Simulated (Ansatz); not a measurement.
ClHSSn, SMILES `[SH][Sn][Cl]`, relaxed with RKS PBE0-D4/def2-TZVP in Ansatz from a PBE-D4/def2-SVP geometry. The force threshold is 0.005 eV/Å; the program also tests the step.

Charge 0, multiplicity 1. Sn takes the def2 core potential.

Start:

```xyz
4

S    -0.978   -0.845   -0.950
Sn    0.051    1.384   -0.610
Cl    1.274    0.785    1.397
H    -0.348   -1.324    0.163
```

```json
{"step": "1", "energy (eV)": "-29201.5427", "largest force (eV/Å)": "0.731", "largest move (Å)": "0.000"}
{"step": "2", "energy (eV)": "-29201.5666", "largest force (eV/Å)": "0.399", "largest move (Å)": "0.060"}
{"step": "3", "energy (eV)": "-29201.5746", "largest force (eV/Å)": "0.102", "largest move (Å)": "0.036"}
{"step": "4", "energy (eV)": "-29201.5747", "largest force (eV/Å)": "0.031", "largest move (Å)": "0.008"}
{"step": "5", "energy (eV)": "-29201.5749", "largest force (eV/Å)": "0.012", "largest move (Å)": "0.013"}
{"step": "6", "energy (eV)": "-29201.5749", "largest force (eV/Å)": "0.000", "largest move (Å)": "0.003"}
```

End:

```xyz
4

S    -0.955   -0.818   -0.933
Sn    0.054    1.363   -0.595
Cl    1.264    0.799    1.375
H    -0.363   -1.343    0.153
```

It took 18 s on 2 threads of a server CPU on a shared host, with 0.27 GiB of host memory at the peak.
